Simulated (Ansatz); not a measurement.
The first iterations of a band of H₄O₃Si (8 atoms, charge 0, multiplicity 1).

Computed with Ansatz 0.2.0, RKS PBE0-D4/def2-SVP.

| Quantity | Value |
| --- | --- |
| movable images | 7 |
| climbing image | yes |
| spring | 5.0 eV/Å² |
| optimiser | quadratic models (default) |
| start path | through a guess of the saddle point |
| force threshold | 0.2 eV/Å |
| iteration limit | 60 |
| end points | relaxed |

First end point:

```xyz
8
Properties=species:S:1:pos:R:3
Si -0.041 -0.118 0.404
H 0.103 0.115 1.859
O 1.388 -0.652 -0.250
H 2.188 -0.180 -0.004
O -0.565 1.324 -0.199
H -0.945 1.295 -1.082
O -1.138 -1.286 0.006
H -0.760 -2.147 -0.194
```

Last end point:

```xyz
8
Properties=species:S:1:pos:R:3
Si -0.922 0.053 0.650
H 1.663 -0.257 1.539
O 1.327 0.074 0.696
H 1.315 -0.691 0.094
O -0.972 1.331 -0.420
H -0.698 1.124 -1.323
O -0.573 -1.210 -0.482
H -0.910 -2.072 -0.215
```

| iteration | highest image above the first end (eV) | largest band force component (eV/Å) |
| --- | --- | --- |
| 1 | 12.517 | 70.557 |
| 2 | 3.521 | 12.899 |
| 3 | 3.261 | 7.318 |
| 4 | 3.109 | 1.894 |
| 5 | 2.876 | 1.074 |
| 6 | 3.017 | 3.667 |
| 7 | 2.903 | 3.221 |
| 8 | 2.884 | 1.600 |

Task: Does the band converge within its limit, and where does its top end?

Result: It converged. It ended after 26 iterations with the highest image 3.348 eV above the first end. The threshold of 0.2 eV/Å is loose, so the images may lie well off the minimum-energy path. The profile has 2 maxima (images 1, 5) with wells between them (image 3): this band takes more than one step, which may be the mechanism or a detour left from its start path. Neighbouring images differ by up to 3.3 eV, so the band resolves the path poorly. The order of the point at the top wasn't checked. The orbitals stay closed-shell, which can raise the energy where a bond breaks towards radicals; this wasn't checked here.

Time of the run: 6.2 min on 1 thread of Arm Neoverse V2, on a shared host, peak memory 0.15 GiB.
